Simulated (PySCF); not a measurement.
I₂Sb (SMILES [I][Sb][I]), doublet, geometry from GFN2-xTB (the spin is typed, not shown lowest) (core potentials on I, Sb), with bond 2-1 at 2.2 times its length; HF/def2-SVP (PySCF).

Input for PySCF:
```python
from pyscf import gto, scf

mol = gto.M(
    atom='''
Sb    1.05305002    0.53019418    0.29488379
I    -3.19949076    2.12365341   -3.70472288
I    -0.13338922   -1.76468068    1.23936314
''',
    basis='def2-svp',
    ecp={'I': 'def2-svp', 'Sb': 'def2-svp'},
    spin=1,
    verbose=5,
)

mf = scf.UHF(mol)
mf.kernel()
mo_i, mo_e, stable_i, stable_e = mf.stability(internal=True, external=True, return_status=True, nroots=6, tol=1e-6)
print('internally stable:', stable_i, ' externally stable:', stable_e)
if not stable_i:
    umf = mf.copy()
    umf.scf_summary = {}
    umf.kernel(umf.make_rdm1(mo_i, mf.mo_occ))
mf.analyze()
```

Output, abridged:

```
PySCF version 2.14.0

[INPUT] verbose = 5
[INPUT] max_memory = 4000
[INPUT] num. atoms = 3
[INPUT] num. electrons = 73
[INPUT] charge = 0
[INPUT] spin (= nelec alpha-beta = 2S) = 1
[INPUT] symmetry False subgroup None
[INPUT] Mole.unit = angstrom
[INPUT] Symbol           X                Y                Z      unit          X                Y                Z       unit  Magmom
[...]
[INPUT] ---------------- BASIS SET ----------------
[INPUT] l, kappa, [nprim/nctr], expnt,             c_1 c_2 ...
[INPUT] Sb
[...]
                                22.689478596      -0.15027605583
                                18.391547037      0.35915813039
                                7.6406271414      -0.74805091065
                                1.9052000235      0.92017581656
                                0.93007107773     0.46754079597
[...]
                                1.4680242769      0.35289492025
[...]
                                10.052739237      -0.4151114934
                                1.2682183726      0.74197972626
                                0.57196620929     0.1558077275
[...]
                                18.504059617      -0.005495297201
                                3.9156032308      0.27988806353
                                1.7142196009      0.51273377761
                                0.69675478242     0.33288802736
[...]
[INPUT] I
[...]
                                23.336842412      -0.14989397324
                                19.583446104      0.36436474913
                                8.5112089186      -0.75538138199
                                2.1996161861      0.82816359356
                                1.0668970454      0.4216104811
[...]
                                1.7625986449      0.35271525193
[...]
                                10.558754576      -0.3837037278
                                1.5015895485      0.83554174719
                                0.64597173095     0.16787259488
[...]
                                15.616239482      -0.0050768108881
                                4.5266002139      0.29151065356
                                2.0529808766      0.51145783605
                                0.87640281623     0.31232025297
[...]
nuclear repulsion = 208.166514439537
number of shells = 30
number of NR pGTOs = 183
number of NR cGTOs = 78
basis = def2-svp
ecp = {'I': 'def2-svp', 'Sb': 'def2-svp'}

******** <class 'pyscf.scf.uhf.UHF'> ********
method = UHF
[...]
converged SCF energy = -832.48216809553  <S^2> = 0.76508671  2S+1 = 2.0150302
<class 'pyscf.scf.uhf.UHF'> wavefunction has an internal instability
<class 'pyscf.scf.uhf.UHF'> wavefunction has an real -> complex instability
<class 'pyscf.scf.uhf.UHF'> wavefunction has an UHF/UKS -> GHF/GKS instability
internally stable: False  externally stable: False
converged SCF energy = -832.607664389999  <S^2> = 1.7760331  2S+1 = 2.8467758
Total Energy =                        -832.482168095530142
[...]
spin_pop of  0 Sb 6py       0.55562
spin_pop of  0 Sb 6pz       0.04486
spin_pop of  0 Sb 7px       0.32171
spin_pop of  0 Sb 7py       0.00307
spin_pop of  0 Sb 7pz       0.00069
spin_pop of  0 Sb 4dxy     -0.00295
spin_pop of  0 Sb 4dyz     -0.00418
spin_pop of  0 Sb 4dz^2    -0.00521
spin_pop of  0 Sb 4dxz     -0.00359
spin_pop of  0 Sb 4dx2-y2    0.00030
spin_pop of  0 Sb 5dxy      0.00239
spin_pop of  0 Sb 5dyz      0.00417
spin_pop of  0 Sb 5dz^2     0.00586
spin_pop of  0 Sb 5dxz      0.00420
spin_pop of  0 Sb 5dx2-y2   -0.00083
spin_pop of  1 I 4s       -0.00000
spin_pop of  1 I 5s        0.00001
spin_pop of  1 I 6s        0.00002
spin_pop of  1 I 7s       -0.00001
spin_pop of  1 I 4px       0.00003
spin_pop of  1 I 4py       0.00014
spin_pop of  1 I 4pz       0.00017
spin_pop of  1 I 5px       0.00109
spin_pop of  1 I 5py       0.00002
spin_pop of  1 I 5pz       0.00002
spin_pop of  1 I 6px       0.00085
spin_pop of  1 I 6py       0.00703
spin_pop of  1 I 6pz       0.00889
spin_pop of  1 I 7px       0.01413
spin_pop of  1 I 7py      -0.00006
spin_pop of  1 I 7pz      -0.00009
spin_pop of  1 I 4dxy     -0.00012
spin_pop of  1 I 4dyz     -0.00013
spin_pop of  1 I 4dz^2    -0.00011
spin_pop of  1 I 4dxz     -0.00008
spin_pop of  1 I 4dx2-y2    0.00001
spin_pop of  1 I 5dxy      0.00012
spin_pop of  1 I 5dyz      0.00012
spin_pop of  1 I 5dz^2     0.00011
spin_pop of  1 I 5dxz      0.00008
spin_pop of  1 I 5dx2-y2   -0.00001
spin_pop of  2 I 4s        0.00000
spin_pop of  2 I 5s        0.00004
spin_pop of  2 I 6s        0.00042
spin_pop of  2 I 7s        0.00023
spin_pop of  2 I 4px       0.00013
spin_pop of  2 I 4py      -0.00001
spin_pop of  2 I 4pz      -0.00074
spin_pop of  2 I 5px       0.00109
spin_pop of  2 I 5py      -0.00003
spin_pop of  2 I 5pz      -0.00007
spin_pop of  2 I 6px       0.00061
spin_pop of  2 I 6py       0.01095
spin_pop of  2 I 6pz      -0.03614
spin_pop of  2 I 7px      -0.00038
spin_pop of  2 I 7py       0.00298
spin_pop of  2 I 7pz      -0.00023
spin_pop of  2 I 4dxy      0.00085
spin_pop of  2 I 4dyz      0.00033
spin_pop of  2 I 4dz^2    -0.00001
spin_pop of  2 I 4dxz      0.00059
spin_pop of  2 I 4dx2-y2   -0.00001
spin_pop of  2 I 5dxy      0.00044
spin_pop of  2 I 5dyz      0.00022
spin_pop of  2 I 5dz^2     0.00023
spin_pop of  2 I 5dxz      0.00044
spin_pop of  2 I 5dx2-y2    0.00243
In total            37.00000 | 36.00000
Dipole moment(X, Y, Z, Debye): 10.37226, -3.53184,  9.48855
```
